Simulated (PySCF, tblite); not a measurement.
Isomers of C8H7F. Computed with GFN2-xTB (tblite): harmonic, unscaled wavenumbers at the GFN2-xTB geometry, gas phase. Against measured fundamentals such values can be off by several per cent, at times by over 20. One conformer each.

Electronic energies: PBE0/pcSseg-1 single points on the GFN2-xTB geometries (PySCF, gas phase).

```json
{"SMILES": "C#C[C@@H]1C(F)=C1CC=C", "electronic energy, lowest = 0 (kJ/mol)": "178.2"}
{"SMILES": "C#C[C@@](F)(C#CC)C=C", "electronic energy, lowest = 0 (kJ/mol)": "123.7"}
{"SMILES": "C#C/C=C\\C(F)=C/C=C", "electronic energy, lowest = 0 (kJ/mol)": "0.0"}
```

Problem. How do GFN2-xTB zero-point energies change the relative energies?

Solution. 
| SMILES | ZPE (kJ/mol) | of it from modes above 1550 cm⁻¹ | electronic (kJ/mol) | with ZPE, lowest = 0 (kJ/mol) | lowest mode (cm⁻¹) | rings |
| --- | --- | --- | --- | --- | --- | --- |
| C#C/C=C\C(F)=C/C=C | 305.9 | 173.5 | 0.0 | 0.0 | 33 | 0 |
| C#C[C@@](F)(C#CC)C=C | 302.2 | 168.3 | 123.7 | 119.9 | 14i | 0 |
| C#C[C@@H]1C(F)=C1CC=C | 307.1 | 164.8 | 178.2 | 179.4 | 26 | 1 |

The zero-point energies span 4.9 kJ/mol, from `C#C[C@@](F)(C#CC)C=C` to `C#C[C@@H]1C(F)=C1CC=C`. Slightly imaginary modes are left out of the zero-point energy: `C#C[C@@](F)(C#CC)C=C` 13.8i cm⁻¹. The order is unchanged.

Problem. And how do the electronic energies of GFN2-xTB itself compare?

Solution. `C#C/C=C\C(F)=C/C=C` 0.0; `C#C[C@@](F)(C#CC)C=C` 74.7; `C#C[C@@H]1C(F)=C1CC=C` 136.1 kJ/mol, lowest = 0. Against the energies above, taken from the same isomer `C#C/C=C\C(F)=C/C=C`, the largest difference is 49.0 kJ/mol.
